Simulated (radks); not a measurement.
The caesium ion Cs3+, 52 electrons, occupied as [Kr] 4d10 5s2 5p4 (the NIST ground configuration).

Method: scalar-relativistic Kohn-Sham, PBE, spin-polarised, spherical densities, point nucleus; open shells are filled with parallel spins first (spin-orbit coupling, left out, can overturn this in heavy ions); computed with a radial shooting solver on a logarithmic mesh with Libxc functionals.

Energy parts (eV):
part                      energy
total                 -211832.46
kinetic                223201.47
electron-nucleus      -511104.52
Hartree                 81270.94
exchange-correlation    -5200.35

Orbitals (lengths in bohr, moments of r in powers of bohr; <r^-3> diverges for s and p1/2):
[
 {"orbital": "1s up", "occ.": "1", "eigenvalue (eV)": "-35830.57", "<r^-3>": "-", "<r>": "0.02611"},
 {"orbital": "1s down", "occ.": "1", "eigenvalue (eV)": "-35830.46", "<r^-3>": "-", "<r>": "0.02611"},
 {"orbital": "2s up", "occ.": "1", "eigenvalue (eV)": "-5645.758", "<r^-3>": "-", "<r>": "0.1121"},
 {"orbital": "2s down", "occ.": "1", "eigenvalue (eV)": "-5645.706", "<r^-3>": "-", "<r>": "0.1121"},
 {"orbital": "2p up", "occ.": "3", "eigenvalue (eV)": "-5067.486", "<r^-3>": "6587", "<r>": "0.09821"},
 {"orbital": "2p down", "occ.": "3", "eigenvalue (eV)": "-5067.397", "<r^-3>": "6587", "<r>": "0.09821"},
 {"orbital": "3s up", "occ.": "1", "eigenvalue (eV)": "-1197.484", "<r^-3>": "-", "<r>": "0.2990"},
 {"orbital": "3s down", "occ.": "1", "eigenvalue (eV)": "-1197.393", "<r^-3>": "-", "<r>": "0.2990"},
 {"orbital": "3p up", "occ.": "3", "eigenvalue (eV)": "-1011.412", "<r^-3>": "1284", "<r>": "0.2970"},
 {"orbital": "3p down", "occ.": "3", "eigenvalue (eV)": "-1011.309", "<r^-3>": "1284", "<r>": "0.2970"},
 {"orbital": "3d up", "occ.": "5", "eigenvalue (eV)": "-738.3759", "<r^-3>": "176.6", "<r>": "0.2735"},
 {"orbital": "3d down", "occ.": "5", "eigenvalue (eV)": "-738.2762", "<r^-3>": "176.6", "<r>": "0.2735"},
 {"orbital": "4s up", "occ.": "1", "eigenvalue (eV)": "-250.0831", "<r^-3>": "-", "<r>": "0.6944"},
 {"orbital": "4s down", "occ.": "1", "eigenvalue (eV)": "-249.8727", "<r^-3>": "-", "<r>": "0.6943"},
 {"orbital": "4p up", "occ.": "3", "eigenvalue (eV)": "-190.5670", "<r^-3>": "262.8", "<r>": "0.7389"},
 {"orbital": "4p down", "occ.": "3", "eigenvalue (eV)": "-190.3500", "<r^-3>": "262.8", "<r>": "0.7386"},
 {"orbital": "4d up", "occ.": "5", "eigenvalue (eV)": "-103.9310", "<r^-3>": "28.57", "<r>": "0.8349"},
 {"orbital": "4d down", "occ.": "5", "eigenvalue (eV)": "-103.6219", "<r^-3>": "28.67", "<r>": "0.8324"},
 {"orbital": "5s up", "occ.": "1", "eigenvalue (eV)": "-54.7824", "<r^-3>": "-", "<r>": "1.673"},
 {"orbital": "5s down", "occ.": "1", "eigenvalue (eV)": "-53.0251", "<r^-3>": "-", "<r>": "1.669"},
 {"orbital": "5p up", "occ.": "3", "eigenvalue (eV)": "-40.3411", "<r^-3>": "37.87", "<r>": "1.912"},
 {"orbital": "5p down", "occ.": "1", "eigenvalue (eV)": "-38.5209", "<r^-3>": "37.93", "<r>": "1.921"}
]

The highest occupied level is 5p down at -38.521 eV. Summed over all electrons, <r^2> = 37.42 bohr^2, which gives a Langevin (diamagnetic) susceptibility term of -29.6 x 10^-6 cm^3/mol. For comparison, the ionisation energy in NIST's Atomic Spectra Database is 43 eV (theoretical). In exact Kohn-Sham theory the highest level is minus the ionisation energy, but local and semilocal functionals leave it too shallow, through self-interaction and a potential that decays too fast; potentials with the right tail come closer. Spin moment in Bohr magnetons: 2.
